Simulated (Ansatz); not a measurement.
Consider the ligand exchange at a B–N bond: `BN(C)C=C` + `CCCO` → `BOCCC` + `C=CNC`.

Isolated molecules relaxed with PBE0-D4/def2-TZVP in Ansatz; ΔE leaves out vibrations. CBS: MP2 limit from def2 TZ/QZ plus the TZ coupled-cluster correction, frozen cores. DFT in def2-TZVPP. B3LYP here is the variant with VWN-RPA as its local correlation; programs differ in this. One conformer a species, not always the lowest.

`BN(C)C=C`:

Cartesian coordinates in Å:
```
B 0.205 -1.835 0.432
N -0.029 -0.490 0.126
C -1.357 0.089 0.153
C 1.016 0.365 -0.222
C 0.911 1.655 -0.531
H 1.328 -2.243 0.389
H -0.720 -2.531 0.725
H -1.626 0.484 -0.831
H -1.406 0.911 0.873
H -2.073 -0.678 0.437
H 1.981 -0.128 -0.224
H -0.031 2.188 -0.542
H 1.801 2.213 -0.785
```

`CCCO`:

Cartesian coordinates in Å:
```
C -0.531 -1.419 0.171
C 0.418 -0.301 -0.227
C -0.059 1.056 0.251
O 0.835 2.103 -0.059
H -1.531 -1.258 -0.242
H -0.178 -2.388 -0.187
H -0.630 -1.483 1.258
H 0.525 -0.278 -1.319
H 1.417 -0.483 0.180
H -1.062 1.262 -0.153
H -0.148 1.057 1.341
H 0.944 2.133 -1.014
```

`BOCCC`:

Cartesian coordinates in Å:
```
B -2.237 -1.138 0.847
O -0.921 -1.006 1.048
C -0.025 -0.669 0.000
C 0.576 0.699 0.231
C 1.599 1.052 -0.834
H -2.909 -1.407 1.801
H -2.700 -0.987 -0.254
H -0.549 -0.706 -0.962
H 0.762 -1.430 -0.011
H 1.035 0.717 1.224
H -0.230 1.440 0.245
H 1.151 1.057 -1.831
H 2.024 2.042 -0.659
H 2.425 0.336 -0.845
```

`C=CNC`:

Cartesian coordinates in Å:
```
C 1.655 0.126 -1.107
C 0.418 -0.162 -0.699
N -0.016 -0.289 0.600
C -1.392 0.005 0.915
H 2.455 0.348 -0.408
H 1.896 0.119 -2.160
H -0.358 -0.372 -1.431
H 0.648 0.029 1.290
H -1.643 1.073 0.848
H -2.044 -0.537 0.227
H -1.620 -0.340 1.925
```

CCSD(T)/CBS gives +2.6 kcal/mol.

Another level gave +3.0 kcal/mol. Which?
A. B3LYP/def2-TZVPP
B. HF/def2-TZVPP
C. MP2/def2-TZVPP
D. ωB97M-V/def2-TZVPP

C. MP2/def2-TZVPP 3.0, ωB97M-V 1.2, HF/def2-TZVPP -1.6, B3LYP -0.5 kcal/mol.

Largest T1 diagnostic among the species: 0.013.

In def2-TZVPP, CCSD(T) changes the Hartree–Fock value by +4.1 kcal/mol (the triples alone add +0.5 kcal/mol) and MP2 by +4.6 kcal/mol. The D4 term adds +1.0 kcal/mol with B3LYP and +0.5 kcal/mol with PBE0; it sums over pairs of atoms, weighted by their polarisabilities, and B3LYP, whose exchange is more repulsive, gets the larger term.
